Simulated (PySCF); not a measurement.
A structure optimised at PBE-D3(BJ)/def2-SVP, used in a PySCF frequency run:

```
Zr
O 1 1.9091
H 2 0.9681 1 164.48
N 1 2.0174 2 105.40 3 180.00
H 4 1.0265 1 127.00 2 0.00
H 4 1.0280 5 108.57 1 180.00
Cl 1 2.3792 2 112.81 3 61.70
Cl 1 2.3792 2 112.81 3 -61.70
```
Charge 0, spin multiplicity 1.

**Question.** Write its SMILES, formula and point group.

**Answer.** [NH2][Zr]([OH])([Cl])[Cl], Cl2H3NOZr, Cs

**Question.** What are its rotational constants (standard atomic weights)?

**Answer.** 1.9572, 1.4336, 1.1633 GHz
